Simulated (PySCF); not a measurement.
All numbers come from PBE/[Ta def2-SVP with ECP60, O def2-SVP, Br def2-SVP], scalar-relativistic core potentials, density fitting, no spin–orbit coupling, PySCF. Open shells, if any, are unrestricted.

**Question.** What shape and geometry does isolated singlet TaOBr₃ take (every ligand bound to Ta)?

**Answer.** Formally Ta is in oxidation state +5, d0. The polar-tensor charge on Ta, 1.75, is far below the formal one. The lowest minimum found is a singlet of C3v symmetry with Ta–Br 2.452 Å (×3), Ta–O 1.723 Å; Br–Ta–Br 112.1° (×3), Br–Ta–O 106.7° (×3). Its harmonic wavenumbers are 63 (e), 81 (a1), 197 (e), 242 (a1), 290 (e), 976 (a1) cm⁻¹ and its dipole moment is 1.64 D.

Stability towards spin polarisation was not tested. Only a few start shapes were tried, so a lower isomer may exist. Spin–orbit coupling, left out here, can matter for elements this heavy.
